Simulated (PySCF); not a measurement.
A GIAO shielding run with PySCF 2.14 (density fitting, non-relativistic, gas phase) on SMILES FC([C@H]1[C@H](CF)[SiH2]1)=C(F)F, C₅H₆F₄Si:

```
$ OMP_NUM_THREADS=1 python probes_run.py task.json out

{"job": {"kind": "nmr", "xc": "PBE0", "basis": "pcSseg-1"}, "charge": 0, "multiplicity": 1}
F     -2.873794    -1.333902     0.548993
C     -2.093580    -0.618070    -0.332846
C     -0.672051    -0.541645     0.161486
Si    -0.201693     0.496444     1.664324
C      0.103530     0.734367    -0.219408
C      1.415213     0.642720    -0.845639
F      1.675276     1.599586    -1.767357
C      2.392398    -0.227057    -0.595087
F      2.295296    -1.195195     0.322870
F      3.581363    -0.260157    -1.188879
H     -2.547980     0.375626    -0.404345
H     -2.170630    -1.131857    -1.298033
H     -0.130877    -1.465013    -0.007008
H      0.922427     0.065901     2.464204
H     -1.207839     1.384447     2.213039
H     -0.494656     1.482749    -0.727725
```

Hardware: 1 thread of an Arm Neoverse N1, shared host. The job also computes population analyses, field gradients, ring-centre shieldings.

Problem. How large is the calculation?

Solution. 86 electrons, 207 basis functions and 1096 auxiliary functions.

Problem. How long does it take, and how much memory does it need?

Solution. 83 s of wall time, with 14 SCF cycles and 5 response iterations; peak memory 0.92 GiB. Times on a shared host scatter by some tens of per cent.
